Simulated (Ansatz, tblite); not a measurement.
Spin states of TaS2, each relaxed with r2SCAN-D4/def2-TZVP in Ansatz. Electronic energies in the gas phase.

In the def2 sets Ta takes a core potential; there is no spin–orbit coupling. The xTB rows come from tblite. Correlated methods freeze 10 core orbitals; core or outer-core shells of Ta are correlated, in sets that lack core-valence functions. The structure comes from a short search, and lower isomers may exist.

Doublet geometry (C2v within 0.1 Å):

Cartesian coordinates in Å:
```
Ta -0.0541 -0.4385 -0.7222
S -1.6846 0.0164 0.6124
S 1.7386 0.4221 0.1097
```

Quartet geometry (C2v within 0.1 Å):

| atom | x (Å) | y (Å) | z (Å) |
| --- | --- | --- | --- |
| Ta1 | -0.249 | 0.885 | -0.089 |
| S2 | 0.945 | -0.062 | 1.522 |
| S3 | -0.697 | -0.823 | -1.433 |

Run but left out: MP2/def2-TZVP, MP2/def2-TZVPP (doublet: ⟨S²⟩ 0.90 to 0.92, where a pure state has 0.75).

Only these spin states were relaxed. Higher spins weren't run and may lie lower.

Problem. Estimate which spin state lies lowest at each of these levels, and by how much: GFN1-xTB; GFN2-xTB; HF/def2-TZVP; LDA (SPW92)/def2-TZVP; PBE-D4/def2-TZVP; r2SCAN-D4/def2-TZVP; PBE0-D4/def2-TZVP; r2SCAN0-D4/def2-TZVP; B2PLYP/def2-TZVP; RPA@PBE/def2-TZVP; CCSD/def2-TZVPP; CCSD(T)/def2-TZVPP.

Solution. 
```csv
level,quartet − doublet (kJ/mol),lowest of these,remarks
GFN1-xTB,166.5,doublet,–
GFN2-xTB,141.4,doublet,–
HF/def2-TZVP,80.2,doublet,"spin-contaminated (⟨S²⟩ 0.92) (doublet), spin-contaminated (⟨S²⟩ 3.91) (quartet)"
LDA (SPW92)/def2-TZVP,198.9,doublet,–
PBE-D4/def2-TZVP,175.8,doublet,–
r2SCAN-D4/def2-TZVP,161.2,doublet,–
PBE0-D4/def2-TZVP,166.9,doublet,–
r2SCAN0-D4/def2-TZVP,154.6,doublet,–
B2PLYP/def2-TZVP,192.2,doublet,–
RPA@PBE/def2-TZVP,172.4,doublet,–
CCSD/def2-TZVPP,164.4,doublet,"spin-contaminated (⟨S²⟩ 0.90) (doublet), spin-contaminated (⟨S²⟩ 3.91) (quartet)"
CCSD(T)/def2-TZVPP,181.9,doublet,"spin-contaminated (⟨S²⟩ 0.90) (doublet), spin-contaminated (⟨S²⟩ 3.91) (quartet)"
```

Change of the quartet − doublet gap on mixing in exact exchange, in kJ/mol: PBE to PBE0 (25 % exact exchange) -8.9; r2SCAN to r2SCAN0 (25 % exact exchange) -6.6. The xTB methods have no spin-polarisation term.

```tsv
state	donor atoms	mean metal–ligand distance (Å)	range (Å)	Mulliken spin on the metal (PBE0)
doublet	2	2.156	2.16–2.16	1.28
quartet	2	2.218	2.22–2.22	1.97
```

⟨S²⟩ at PBE0-D4/def2-TZVP: doublet 0.77 (pure 0.75), quartet 3.77 (pure 3.75).
